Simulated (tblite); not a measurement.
C5H9NOSi.
Structure used (GFN2-xTB), in Å, numbered top down from 1:
```xyz
17
C5H9NOSi angstrom
N     -3.043    0.394    0.341
C     -2.161   -0.764    0.442
C     -0.730   -0.465    0.108
C     -0.174   -0.351   -1.135
O      1.120   -0.011   -1.054
C      1.434    0.108    0.260
Si     3.192    0.583    0.696
C      0.320   -0.158    1.010
H     -2.718    1.133    0.955
H     -3.030    0.758   -0.607
H     -2.548   -1.531   -0.234
H     -2.226   -1.138    1.467
H     -0.588   -0.497   -2.114
H      3.601   -0.211    1.855
H      3.250    2.008    1.035
H      4.030    0.302   -0.467
H      0.262   -0.146    2.080
```

Level: GFN2-xTB in tblite, geometry and Hessian alike; calculated harmonic values, unscaled, isolated species. Against measured fundamentals such values can be off by several per cent, at times by over 20. Modes of hydrogen on silicon can be 10 to 20 % off. One conformer, not necessarily the lowest. The optimisation stopped once no atom felt more than 0.01 eV/Å.

Lowest wavenumbers of the output (negative numbers stand for imaginary wavenumbers):
```
mode    cm-1
  1     -40.3
  2      24.6
  3      98.7
  4     148.1
  5     183.5
  6     260.2
  7     351.3
  8     383.2
  9     461.6
 10     535.8
 11     549.4
 12     622.6
 13     637.4
 14     703.7
 15     762.2
```

Task: Is this structure a minimum?

Result: Not by this Hessian. 1 mode is imaginary beyond 20i (40i cm⁻¹), so at this level the point lies at or near a first-order saddle. The curvature is small, so loose convergence or finite differences may be the whole cause.

Task: Which atoms move in the imaginary mode?

Result: 40i: H16 (Si–H hydrogen) 32 %, H14 (Si–H hydrogen) 32 %, H15 (Si–H hydrogen) 31 %. These are shares of the mass-weighted motion.

Task: What is the remedy?

Result: Step along that mode in both directions, optimise again with tighter thresholds and repeat the frequencies. The zero-point energy of this point (79.3 kcal/mol) counts the 44 real modes alone, and thermal corrections from it aren't those of a minimum.
